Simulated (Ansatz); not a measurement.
An input meant for SiCl(vinyl)3 (C6H9ClSi) (charge 0, singlet).

```yaml
crystal:
  periodic: [false, false, false]
  atoms:
    - {symbol: Si, position_ang: [-0.001190, 0.001439, 0.049791]}
    - {symbol: Cl, position_ang: [0.023831, 0.010539, 2.149534]}
    - {symbol: C, position_ang: [1.747794, -0.282921, -0.565211]}
    - {symbol: C, position_ang: [2.822501, -0.480093, 0.222866]}
    - {symbol: H, position_ang: [1.895321, -0.287317, -1.663336]}
    - {symbol: H, position_ang: [2.733932, -0.484857, 1.323052]}
    - {symbol: H, position_ang: [3.831762, -0.643909, -0.193720]}
    - {symbol: C, position_ang: [-0.642125, 1.660388, -0.545780]}
    - {symbol: C, position_ang: [-0.990936, 2.687345, 0.253357]}
    - {symbol: H, position_ang: [-0.735930, 1.793984, -1.641683]}
    - {symbol: H, position_ang: [-0.918342, 2.609651, 1.351976]}
    - {symbol: H, position_ang: [-1.362114, 3.644809, -0.152219]}
    - {symbol: C, position_ang: [-1.129697, -1.381341, -0.526511]}
    - {symbol: C, position_ang: [-1.818938, -2.206629, 0.285149]}
    - {symbol: H, position_ang: [-1.228107, -1.520566, -1.621317]}
    - {symbol: H, position_ang: [-1.757813, -2.114132, 1.383316]}
    - {symbol: H, position_ang: [-2.469960, -3.006391, -0.109252]}
basis:
  gaussian: {orbitals: "6-31++G**", final_grid: {core_spheres: 1, valence_spheres: 1, degree: 5}}
hamiltonian: {xc: {name: PBE}}
scf: {lower_state_search: off}
```

```sh
$ ansatz run in.yaml --threads 4 --pin off --events-out ev --progress --plain --max-ram 8704MiB
```

Output, abridged:

```
Functional definition: PBE
2177 factors; their error is unknown
mean field evaluation 1: about -26725.4278 eV, gradient 9.7e1 eV
mean field evaluation 2: about -26682.8289 eV, gradient 1.5e2 eV
mean field evaluation 4: about -26748.0442 eV, gradient 3.2e1 eV
mean field evaluation 8: about -26699.2823 eV, gradient 8.4e1 eV
mean field evaluation 16: about -26713.2424 eV, gradient 5.2e-2 eV
mean field -26713.24237507 eV, -981.6935503978 hartree, gradient 9.5e-6 eV, S^2 0.000000; 0 other end points of the search recorded, 0 dependent functions left out
reference -26713.24245749 eV, -981.6935534266 hartree; 38, 38 occupied and 176, 176 virtual orbitals, 2177 factors
Total energy: -26713.24245749 eV, -981.6935534266 hartree
Checks for a lower state left out: stability, starts, cluster_reference, orbital_swaps, neighbouring_geometries, increment
```

In this input the integration grid is far too coarse. The run converged. The result belongs to that input, not to the species as meant.

The 6-31G sets use Cartesian d functions.
